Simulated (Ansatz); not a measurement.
Ansatz (a program for electronic structure) input (r2SCAN0/def2-TZVPD):

Ansatz 0.2 input:
```yaml
crystal:
  periodic: [false, false, false]
  atoms:
    - {symbol: Si, position_ang: [-1.72621883, 0.34022093, 0.24687692]}
    - {symbol: Si, position_ang: [0.46001309, 0.80808732, -0.60312810]}
    - {symbol: Cl, position_ang: [1.40967863, -1.08618352, 0.18126254]}
    - {symbol: H, position_ang: [-2.62980630, 1.54175881, 0.12759535]}
    - {symbol: H, position_ang: [-1.91093366, -0.09895103, 1.67271005]}
    - {symbol: H, position_ang: [-2.46625452, -0.71164252, -0.53026241]}
    - {symbol: H, position_ang: [0.76933835, 1.65763886, 0.63601051]}
basis:
  gaussian:
    orbitals: def2-TZVPD
hamiltonian:
  xc: {name: r2SCAN0}
total_charge: -1
output: {forces: true}
```

End of the output:

```
mean field evaluation 2: about -28342.6665 eV, gradient 1.3e1 eV
mean field evaluation 4: about -28343.1568 eV, gradient 3.6e-1 eV
mean field evaluation 8: about -28343.1906 eV, gradient 9.6e-2 eV
mean field -28343.19061885 eV, -1041.5930435381 hartree, gradient 8.4e-5 eV, S^2 0.000000; 0 other end points of the search recorded, 0 dependent functions left out
the calculation of the forces begins
reference -28343.19063527 eV, -1041.5930441417 hartree; 25, 25 occupied and 143, 143 virtual orbitals, 1104 factors
Total energy: -28343.19063527 eV, -1041.5930441417 hartree
Atom 0 at    -1.726219     0.340221     0.246877 Å, force     0.042731     0.015569    -0.058098 eV/Å
Atom 1 at     0.460013     0.808087    -0.603128 Å, force    -0.030042    -0.221899     0.233625 eV/Å
Atom 2 at     1.409679    -1.086184     0.181263 Å, force    -0.127936     0.253392    -0.093996 eV/Å
Atom 3 at    -2.629806     1.541759     0.127595 Å, force     0.059785    -0.044908     0.002402 eV/Å
Atom 4 at    -1.910934    -0.098951     1.672710 Å, force     0.031312     0.018429    -0.045642 eV/Å
Atom 5 at    -2.466255    -0.711643    -0.530262 Å, force     0.037981     0.039237     0.027863 eV/Å
Atom 6 at     0.769338     1.657639     0.636011 Å, force    -0.013832    -0.059820    -0.066154 eV/Å
Dipole moment:    -0.138049    -0.105245     0.160660 e Å
```

It need not be the lowest isomer of its formula. Whether it binds its extra electron was not tested at this geometry.
